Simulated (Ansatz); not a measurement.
Ansatz (a first-principles code) input (RI-MP2/def2-TZVPPD):
A basis named .json is the Basis Set Exchange file of that set.

Ansatz 0.2 input:
```yaml
crystal:
  periodic: [false, false, false]
  atoms:
    - {symbol: Mn, position_ang: [-0.00000000, -0.00000000, -1.40628783]}
    - {symbol: Br, position_ang: [0.00000000, 0.00000000, 1.00449130]}
basis:
  gaussian:
    orbitals: def2-TZVPPD.json
    fitting: {mean_field: def2-universal-jkfit, correlation: def2-TZVPPD-RIFIT.json}
magnetization: {spin_polarized: true, initial_magnetization: 6}
correlation: {method: mp2, electrons: outside_noble_gas}
```

End of the output:

```
integrals: 0.07 GiB planned
530 factors; integrals over basis functions are off by at most 3.3e-1 eV
400 factors; integrals over basis functions are off by at most 1.6e2 eV
mean field: 0.42 GiB planned
mean field evaluation 1: about -101287.8665 eV, gradient 1.3e1 eV
mean field evaluation 2: about -101289.7417 eV, gradient 5.3e0 eV
mean field evaluation 4: about -101290.2602 eV, gradient 1.0e0 eV
mean field evaluation 8: about -101290.2877 eV, gradient 1.4e-6 eV
mean field -101290.28772761 eV, -3722.3494169667 hartree, gradient 1.4e-6 eV, S^2 12.004572; 0 other end points of the search recorded, 0 dependent functions left out
23 core orbitals not correlated
reference -101290.28772761 eV, -3722.3494169667 hartree; 10, 4 occupied and 91, 97 virtual orbitals, 400 factors
second order -7.29249324 eV of doubles, -0.00000000 eV of singles
Total energy: -101297.58022085 eV, -3722.6174111501 hartree
```

The spin state was set by rule; other spins were not relaxed.
